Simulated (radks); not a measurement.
Question: All-electron atom: Pr2+ in [Xe] 4f2 6s1 (not the ground configuration). All-electron calculation, scalar-relativistic Kohn-Sham, PBE, spin-unpolarised, spherical densities, finite nucleus; Fermi nuclear charge, rms radius 4.8919 fm. Program: a radial shooting solver on a logarithmic mesh with Libxc functionals. Some entries of the table are withheld. Estimate them.

| orbital | occ. | eigenvalue (hartree) | r(max) (bohr) | <r^2> (bohr^2) |
|---|---|---|---|---|
| 1s | 2 | -1537.366 | (1) | 0.0007896 |
| 2s | 2 | (2) | 0.08725 | 0.01254 |
| 2p | 6 | -222.0145 | 0.07028 | 0.01001 |
| 3s | 2 | -54.17926 | 0.2491 | 0.08475 |
| 3p | 6 | -45.94195 | 0.2439 | 0.08478 |
| 3d | 10 | -34.37357 | 0.2006 | 0.07217 |
| 4s | 2 | -11.42783 | 0.5786 | 0.4355 |
| 4p | 6 | -8.73065 | (3) | 0.4916 |
| 4d | 10 | -4.87013 | 0.6341 | 0.6059 |
| 5s | 2 | -2.11720 | 1.336 | 2.431 |
| 5p | 6 | -1.43926 | 1.500 | (4) |
| 4f | 2 | -0.79926 | 0.6769 | 1.353 |
| 6s | 1 | -0.55588 | 3.254 | (5) |

Answer: 
(1) 1s r(max) (bohr): 0.01541
(2) 2s eigenvalue (hartree): -248.0187
(3) 4p r(max) (bohr): 0.6038
(4) 5p <r^2> (bohr^2): 3.229
(5) 6s <r^2> (bohr^2): 14.13
